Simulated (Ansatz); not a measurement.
The cluster Be4Te4, relaxed as a singlet with RKS B3LYP-D4/def2-SVP in Ansatz, starting from the GFN1-xTB geometry. Force threshold 0.02 eV/Å.

In the def2 sets Te takes a core potential; there is no spin–orbit coupling. The structure comes from a short search, and lower isomers may exist.

Start:

| atom | x (Å) | y (Å) | z (Å) |
| --- | --- | --- | --- |
| Be1 | -1.162 | -0.571 | 1.203 |
| Be2 | 0.592 | 1.597 | 0.466 |
| Be3 | -0.788 | 0.102 | -1.579 |
| Be4 | 1.357 | -1.128 | -0.091 |
| Te5 | -0.787 | -2.122 | -0.619 |
| Te6 | 1.047 | -0.136 | 2.097 |
| Te7 | 1.543 | 0.759 | -1.598 |
| Te8 | -1.803 | 1.498 | 0.121 |

```csv
step,energy (eV),largest force component (eV/Å),SCF passes
1,-30794.7041,0.934,14
2,-30795.3433,0.323,17
3,-30795.3778,0.031,20
4,-30795.3783,0.003,12
```

Force components are those of the run's own axes.

End:

Cartesian coordinates in Å:
```
Be -1.015 -0.500 1.051
Be 0.518 1.397 0.408
Be -0.689 0.089 -1.380
Be 1.186 -0.986 -0.079
Te -0.815 -2.198 -0.642
Te 1.084 -0.140 2.171
Te 1.598 0.786 -1.654
Te -1.867 1.552 0.125
```

By distances, no bond broke or formed. The bond that changes most is Be3–Te5, from 2.42 to 2.41 Å (atoms count from 1).

No frequencies were taken in this run, so the end may be a saddle point.

Hardware: 4 threads of Arm Neoverse V2 on a shared host. Wall time 15 s.
